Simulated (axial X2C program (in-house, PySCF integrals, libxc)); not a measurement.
# Nuclear properties of ZrC⁻

Computed with an in-house all-electron X2C program for linear molecules (integrals from PySCF): two-component X2C with atomic mean-field Coulomb and Gaunt terms, Gaussian nuclei, basis Zr dyall-acv3z, C dyall-av3z with contracted cores.

R = 1.796 Å (near the PBE0 minimum at charge -1 of the determinant lowest at the starting distance; the state shown can have its own minimum elsewhere).

Determinant lowest in the PBE0 search, Ω = 1/2 (⟨Sz⟩ = 0.50, ⟨Lz⟩ = 0.00 at PBE0), spin on the atoms Zr 0.56, C -0.06:

```json
{"level": "PBE0", "Eeff magnitude (GV/cm)": "2.14", "Ws magnitude Zr (kHz)": "2.02", "A∥/gI Zr (MHz)": "2130", "qzz Zr (a.u.)": "-3.25", "A∥/gI C (MHz)": "40.5", "qzz C (a.u.)": "-0.04"}
```

Determinant 0.43 eV from it at PBE0 and this distance, Ω = 3/2 (⟨Sz⟩ = 0.50, ⟨Lz⟩ = 1.00 at PBE0), spin on the atoms Zr 0.15, C 0.35:

```tsv
level	Eeff magnitude (GV/cm)	Ws magnitude Zr (kHz)	A∥/gI Zr (MHz)	qzz Zr (a.u.)	A∥/gI C (MHz)	qzz C (a.u.)
PBE0	0.169	0.0957	140	-3.27	37.9	-0.51
HF	6.26	2.06	341	-2.83	68.8	-0.33
BP86	0.0286	0.0473	122	-3.62	39.9	-0.53
PBE	0.0407	0.0515	123	-3.57	39.2	-0.52
B3LYP	0.083	0.067	118	-3.47	42.9	-0.53
```

Eeff is the effective electric field on the electron electric dipole moment in this Ω state and Ws the scalar–pseudoscalar constant of the nucleus named (defined with the proton number Z and per Ω); A∥ (defined per Ω) follows by multiplying with gI = μI/(I μN); qzz is the electric field gradient, eQq0 = 234.96 MHz × Q/barn × qzz. The operators were transformed with the bare-nucleus X2C matrices; with these basis sets, hyperfine constants and field gradients can be off by tens of per cent, and where levels differ in sign neither size nor sign is settled.

Task: With gI(91Zr) = -0.5214, Q(91Zr) = -0.176 barn, gI(13C) = 1.4048 (g factors from the IAEA table of nuclear moments by Stone; Q from Pyykkö, Mol. Phys. 2018), turn the PBE0 values of the first state into constants in MHz.

Result: A∥(91Zr) = 2130 × -0.5214 = -1110 MHz; eQq0(91Zr) = 234.96 × (-0.176) × (-3.25) = 134 MHz; A∥(13C) = 40.5 × 1.4048 = 56.9 MHz.

Each state is one determinant with collinear spin. Unrestricted Hartree–Fock can overshoot spin polarisation at the nuclei. For an anion, determinants above electron detachment, or with a positive highest level, are held by the basis set. Where Eeff spreads by more than a factor of two the levels disagree and none is to be relied on. Left out as unconverged or as another state under the same occupation: B3LYP, BP86, HF, PBE in at least one table. States lie within half an eV, so the first need not be the ground state. Further determinants of the search, some of them spin-mixed, are not shown. PBE0 term energies can be off by some tenths of an eV.
